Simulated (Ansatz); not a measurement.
A thermochemical cycle in electronic energies (no zero-point or thermal terms), species as SMILES, kcal/mol. Geometries: B3LYP-D3(BJ)/def2-TZVP minima from Ansatz (a first-principles code), one conformer each, not searched for the lowest. Valence correlation only, unless marked. UHF or UKS for open shells. Spin-orbit coupling is left out. Frozen are the shells of the preceding noble gas and the d and f shells that filled before the atom's block. Non-relativistic. Basis-set limits of correlation are two-point, X^-3; Hartree-Fock from the larger set. Anions need diffuse functions, of which def2-TZVPD holds fewer than the aug- sets.

| step | CCSD(T)/CBS(aug-cc-pVTZ,aug-cc-pVQZ) (Ansatz) | PBE-D3(BJ)/def2-TZVPD (Ansatz + dftd3) |
|---|---|---|
| bond energy D: [CH3][GeH2][CH3] [dimethylgermane] -> [CH2][GeH2][CH3] + H atom | 109.5 | 106.6 |
| electron affinity EA, positive where the anion is bound: [CH2][GeH2][CH3] + e- → [CH2-][GeH2][CH3] | 20.2 | 19.8 |
| ionisation of the H atom at the same level, IE | 313.7 | 313.5 |

### Question
Find the deprotonation energy A: [CH3][GeH2][CH3] [dimethylgermane] -> [CH2-][GeH2][CH3] + H+.

### Answer
Breaking the bond, ionising the H atom and attaching the electron to the radical add up to the deprotonation, A = D + IE - EA. At CCSD(T)/CBS(aug-cc-pVTZ,aug-cc-pVQZ): A = D + IE - EA = 109.5 + 313.7 - 20.2 = 403.0. At PBE-D3(BJ)/def2-TZVPD: A = D + IE - EA = 106.6 + 313.5 - 19.8 = 400.3. The functional differs from the first level by -2.9 in D, -0.4 in EA and -2.7 in A; for EA and A the gap mixes functional and basis. The site is the one shown; other sites or isomers of the anion may lie lower.
